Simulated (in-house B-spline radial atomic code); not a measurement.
**PBE hybrid excitations of Xe⁶⁺**

Method: PBE hybrid with 0.8 exact exchange. Computed with a B-spline radial code for spherical atoms: linear response of the closed shell [Kr] 4d10 5s2 with the functional's adiabatic kernel; scalar-relativistic (spin-free one-electron X2C), finite nucleus, no spin-orbit coupling, no double excitations, S, P, D and F terms only; shells from n = 3 respond. Only terms of natural parity with L up to 3 were computed.

Command:
```bash
python run_td.py task.json out
```
Settings (radii: box in bohr, nucleus in fm):
```
Z                        54
electrons                48
configuration            [Kr] 4d10 5s2
hamiltonian              x2c
method                   pbeh
box_radius               14.35
exact_exchange_fraction  0.8
rms_radius               4.7859
intervals                70
```

Time taken, with all properties: 3.6 s on 1 thread of Arm Neoverse N1 (shared host).

The lowest states, in the order of their Tamm-Dancoff energies; the method's threshold (minus the highest occupied level) is 89.95 eV. Labels give the largest channel, * marks a mixed state, and oscillator strengths are full-response dipole values. Semilocal kernels can invert the small singlet-triplet splittings of Rydberg terms. Energies in eV:

| state | full response | Tamm-Dancoff | oscillator strength |
| --- | --- | --- | --- |
| 5s → 5p 3P | 12.080 | 12.426 | - |
| 5s → 5p 1P | 16.811 | 17.304 | 1.61 |
| 5s → 4f 3F | 32.77 | 32.87 | - |
| 5s → 4f 1F | 33.90 | 33.95 | - |
| 5s → 5d 3D | 35.13 | 35.15 | - |
| 5s → 5d 1D | 36.56 | 36.61 | - |
| 5s → 6s 3S | ? | ? | - |
| 5s → 6s 1S | ? | ? | - |
| 5s → 6p 3P | 49.48 | 49.49 | - |
| 5s → 6p 1P | 49.86 | 49.89 | 0.108 |
| 5s → 5f 3F | 56.42 | 56.43 | - |
| 5s → 5f 1F | 56.48 | 56.49 | - |
| 5s → 6d 3D | 58.29 | 58.30 | - |
| 5s → 6d 1D | 58.61 | 58.63 | - |
| 5s → 7s 3S | 61.55 | 61.55 | - |
| 5s → 7s 1S | 61.82 | 61.83 | - |

(1) Where does 5s → 6s 3S lie?

(2) Where does 5s → 6s 1S lie?

(3) How large is the singlet-triplet splitting of 5s → 5p (P terms) in Tamm-Dancoff?

(4) What polarisabilities and dispersion coefficient does the method give?

Answers

(1) At 43.35 eV in full response, 43.36 eV in Tamm-Dancoff.

(2) At 44.31 eV in full response, 44.35 eV in Tamm-Dancoff.

(3) 4.88 eV, from the unrounded values.

(4) Dipole 5.179 bohr³, quadrupole 7.601 bohr⁵, C6 17.22 hartree·bohr⁶ for two such species.
